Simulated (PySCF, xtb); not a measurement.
Al(H)(F)(NMe2) (C2H7AlFN), SMILES C[N](C)[AlH][F]. The values are those of a single conformer.

Harmonic wavenumbers (cm⁻¹) from GFN2-xTB (xtb) at its own minimum, in rising order: 85, 104, 203, 233, 257, 283, 338, 447, 587, 638, 820, 983, 1041, 1089, 1124, 1178, 1260, 1403, 1411, 1468, 1473, 1495, 1503, 1941, 2894, 2898, 2920, 2928, 2967, 2982.

### Question
What does PySCF 2.14.0 with PBE-D3(BJ)/def2-SVP give at its own minimum? (An estimate is asked for; the answer gives what the named calculation found.)

### Answer
107, 123, 203, 253, 278, 289, 350, 453, 608, 649, 844, 1000, 1053, 1072, 1126, 1203, 1267, 1379, 1397, 1404, 1407, 1427, 1452, 1941, 2892, 2898, 2942, 2952, 3030, 3051. Paired by order, the mean absolute difference is 24 cm⁻¹ and the zero-point energies are 55.7 and 55.8 kcal/mol.
